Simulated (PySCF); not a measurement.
Compound: C3H7ClGaN.
Numbering: `[CH3:1][C:2]#[N+:3][GaH2-:4][CH2:5][Cl:6]` (hydrogens: H7, H8, H9 on C1; H10, H11 on Ga4; H12, H13 on C5)
Bond orders are those of one Lewis drawing.

Method: PBE0-D3(BJ)/def2-SVP geometry optimisation, gas phase in PySCF; density fitting, grid level 1; the optimiser is geomeTRIC in internal coordinates, started from a GFN2-xTB structure with every atom displaced at random (about 0.01 Å).

Step 0: E = -69584.0672 eV
```
atom  x, y, z in Å  |  force x, y, z in eV/Å
C1      2.9950    0.0393   -0.2642   -0.940   1.242   0.129
C2      1.6015   -0.3351   -0.3346   -0.972  -0.630   0.117
N3      0.4915   -0.6707   -0.3857    2.195   0.667   0.173
Ga4    -1.4823   -0.8125   -0.8222    0.084  -0.115   0.665
C5     -2.2236    0.9551   -0.2316   -0.267  -0.167   0.293
Cl6    -3.7461    0.1916   -0.8888   -1.547   0.549  -0.193
H7      3.6209   -0.8217   -0.2820    0.763  -0.996  -0.031
H8      3.1669    0.6302    0.6448    0.060  -0.102   0.151
H9      3.2085    0.6988   -1.1075    0.209   0.049  -0.313
H10    -1.7865   -2.0170    0.0933   -0.182  -0.284   0.319
H11    -1.2787   -0.9955   -2.3116    0.096   0.005  -0.954
H12    -2.0915    1.8945   -0.7695    0.211   0.092  -0.379
H13    -2.4767    1.2232    0.8068    0.291  -0.310   0.024
```

Step 1: E = -69584.4426 eV
```
atom  x, y, z in Å  |  force x, y, z in eV/Å
C1      3.0909    0.0400   -0.2553   -0.015   0.115   0.005
C2      1.6930   -0.3255   -0.3138    0.107  -0.027   0.043
N3      0.5767   -0.6032   -0.3693    0.072   0.094  -0.017
Ga4    -1.5380   -0.8047   -0.8185    0.346  -0.239   0.119
C5     -2.3333    0.9369   -0.2445   -0.491  -0.238  -0.249
Cl6    -3.9314    0.2560   -0.8713   -0.561   0.360  -0.012
H7      3.7277   -0.8567   -0.2796   -0.024   0.051   0.000
H8      3.2856    0.6139    0.6605    0.027  -0.072   0.102
H9      3.3269    0.6913   -1.1074    0.060  -0.056  -0.109
H10    -1.8393   -2.0233    0.1272    0.017   0.042   0.013
H11    -1.3359   -0.9819   -2.3678    0.030   0.064   0.009
H12    -2.1767    1.8607   -0.8162    0.167  -0.037  -0.007
H13    -2.5472    1.1766    0.8033    0.265  -0.057   0.103
```

Step 2: E = -69584.5056 eV
```
atom  x, y, z in Å  |  force x, y, z in eV/Å
C1      3.0983    0.0485   -0.2510   -0.024   0.112  -0.001
C2      1.6975   -0.3105   -0.3170   -0.006  -0.030   0.026
N3      0.5799   -0.5869   -0.3764    0.127   0.129  -0.015
Ga4    -1.5517   -0.8087   -0.8199    0.342  -0.279   0.092
C5     -2.3574    0.9189   -0.2513   -0.422  -0.259  -0.281
Cl6    -3.9860    0.2875   -0.8575   -0.257   0.402   0.094
H7      3.7243   -0.8539   -0.2769    0.009  -0.009   0.005
H8      3.2971    0.6080    0.6747    0.004  -0.055   0.020
H9      3.3515    0.6939   -1.1051    0.011  -0.049  -0.020
H10    -1.8408   -2.0231    0.1319    0.018  -0.007   0.007
H11    -1.3485   -0.9741   -2.3696    0.023   0.029  -0.004
H12    -2.1479    1.8204   -0.8413    0.028   0.021   0.069
H13    -2.5172    1.1603    0.8066    0.146  -0.004   0.006
```

Task: Estimate the geometry and energy of step 3. (The exact step hangs on the optimiser's Hessian estimate; all steps are aligned on step 2, rigid shifts and turns removed.)

Result: E = -69584.5904 eV, largest force 0.391 eV/Å
```
atom  x, y, z in Å  |  force x, y, z in eV/Å
C1      3.1206    0.0636   -0.2377   -0.002  -0.037  -0.021
C2      1.7136   -0.2688   -0.3306   -0.079  -0.037   0.020
N3      0.5945   -0.5391   -0.4037   -0.011   0.153  -0.011
Ga4    -1.5744   -0.8297   -0.8229    0.302  -0.238  -0.070
C5     -2.4206    0.8787   -0.2867   -0.165  -0.155  -0.198
Cl6    -4.1127    0.3986   -0.8037    0.108   0.260   0.199
H7      3.7181   -0.8574   -0.2623    0.020  -0.055   0.011
H8      3.3220    0.5901    0.7073   -0.012   0.029  -0.063
H9      3.4169    0.6931   -1.0906   -0.039   0.026   0.074
H10    -1.8200   -2.0390    0.1465    0.027  -0.039  -0.008
H11    -1.3733   -0.9796   -2.3744    0.016  -0.069  -0.026
H12    -2.1497    1.7614   -0.8787   -0.027   0.074   0.067
H13    -2.4361    1.1083    0.7848   -0.140   0.087   0.027
```

The energy changes by -0.0848 eV. The first-order estimate −F·Δx gives -0.1451 eV and the mean of the old and new forces, exact on a quadratic surface, -0.0852 eV. The step makes an angle of 53° with the force vector and moves no atom by more than 0.177 Å.

What follows is the cost of the whole optimisation. Time: 2.8 min of wall time; peak memory 0.56 GiB. Hardware: one thread of an Arm Neoverse N1, on a shared host.
